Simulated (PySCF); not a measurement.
# Computed records: CH5AlBO, C2H8AlB

Calculation on a computer-drawn molecule: the log of a Hartree-Fock and frozen-core CCSD(T) single point meant for a local Hartree-Fock minimum, with one planted fault or none, to be diagnosed. Offsets are logged minus clean, where the clean run is the same molecule without the fault. The reference is restricted for singlets and unrestricted otherwise, and also for a bond in bohr or an excited solution. Adding or removing an electron swaps singlet and doublet. The excited solution moves the top pair (singlet) or top alpha electron (doublet) to the lowest empty orbital. Highest occupied and lowest empty are orbital energies over both spins, largest force is the largest gradient component, triples share is (T) over the correlation energy, the T1 limit is 0.02 restricted and 0.045 unrestricted, electrons count all cores, a negative frequency is imaginary (commonest isotopes), and the dipole is about the centre of nuclear charge. Program: PySCF 2.14.0.

Common to all runs: meant multiplicity 1; meant basis cc-pV(D+d)Z; logged SCF converged yes; logged CC converged yes; logged SCF stable within its kind yes; possible faults no fault, one electron removed, one electron added, multiplicity raised by two, geometry at a saddle point, SCF held on an excited solution, minimal basis STO-3G, one bond length entered in bohr, all coordinates scaled.

(1) 
```xyz
9
formula=CH5AlBO meant_charge=1 logged_electrons=37 logged_basis_functions=90 logged_spin_squared=0.761 logged_highest_occupied=-5.7143 logged_lowest_empty=2.0034 logged_largest_force=0.04858 logged_T1_diagnostic=0.016553 logged_D1_diagnostic=0.056303 logged_triples_share=0.027309 logged_dipole_magnitude=3.3439 logged_energy_HF=-382.22873 logged_energy_CCSD(T)=-382.75356 planted_fault=one_electron_added HF_energy_offset_from_clean_run=-116.5 CCSD(T)_energy_offset_from_clean_run=-129.5
C     -0.8126    -0.6036    -1.7333
B      0.7312    -0.7222    -1.7712
Al     2.0245     1.0567    -1.5310
O      2.9729     2.3403    -1.3605
H     -1.0788    -0.8177    -0.6835
H     -1.2421     0.3648    -1.9844
H     -1.2832    -1.3890    -2.3292
H      1.3693    -1.7230    -1.8592
H      3.5357     3.0889    -1.2618
```

Units: logged_highest_occupied, logged_lowest_empty in eV; logged_largest_force in hartree/bohr; logged_dipole_magnitude in debye; logged_energy_HF, logged_energy_CCSD(T) in hartree; HF_energy_offset_from_clean_run, CCSD(T)_energy_offset_from_clean_run in kcal/mol.

Drawn bonds:
| atom | other atom | order |
| --- | --- | --- |
| 1 | 2 | 1 |
| 2 | 3 | 1 |
| 3 | 4 | 1 |
| 1 | 5 | 1 |
| 1 | 6 | 1 |
| 1 | 7 | 1 |
| 2 | 8 | 1 |
| 4 | 9 | 1 |

(2) 
```xyz
12
formula=C2H8AlB meant_charge=0 logged_electrons=38 logged_basis_functions=105 logged_spin_squared=0 logged_highest_occupied=-9.4585 logged_lowest_empty=1.66 logged_largest_force=1.246e-05 logged_lowest_frequency=43.581 logged_T1_diagnostic=0.010022 logged_D1_diagnostic=0.027658 logged_triples_share=0.026058 logged_dipole_magnitude=0.7699 logged_energy_HF=-346.97129 logged_energy_CCSD(T)=-347.48661 planted_fault=no_fault HF_energy_offset_from_clean_run=0 CCSD(T)_energy_offset_from_clean_run=0
C     -2.2900    -0.8582    -3.0676
B     -2.0036     0.2489    -1.9710
Al    -0.0954     1.1450    -1.4877
C      1.0891     0.4908    -0.0483
H     -1.4207    -1.3873    -3.4636
H     -2.7559    -0.3225    -3.9102
H     -3.0338    -1.5909    -2.7380
H     -2.9918     0.6500    -1.3950
H      0.4101     2.4182    -2.3055
H      2.0691     0.2111    -0.4559
H      0.6968    -0.3748     0.4943
H      1.2794     1.2850     0.6847
```

Units: logged_highest_occupied, logged_lowest_empty in eV; logged_largest_force in hartree/bohr; logged_lowest_frequency in cm⁻¹; logged_dipole_magnitude in debye; logged_energy_HF, logged_energy_CCSD(T) in hartree; HF_energy_offset_from_clean_run, CCSD(T)_energy_offset_from_clean_run in kcal/mol.

Drawn bonds:
| atom | other atom | order |
| --- | --- | --- |
| 1 | 2 | 1 |
| 2 | 3 | 1 |
| 3 | 4 | 1 |
| 1 | 5 | 1 |
| 1 | 6 | 1 |
| 1 | 7 | 1 |
| 2 | 8 | 1 |
| 3 | 9 | 1 |
| 4 | 10 | 1 |
| 4 | 11 | 1 |
| 4 | 12 | 1 |
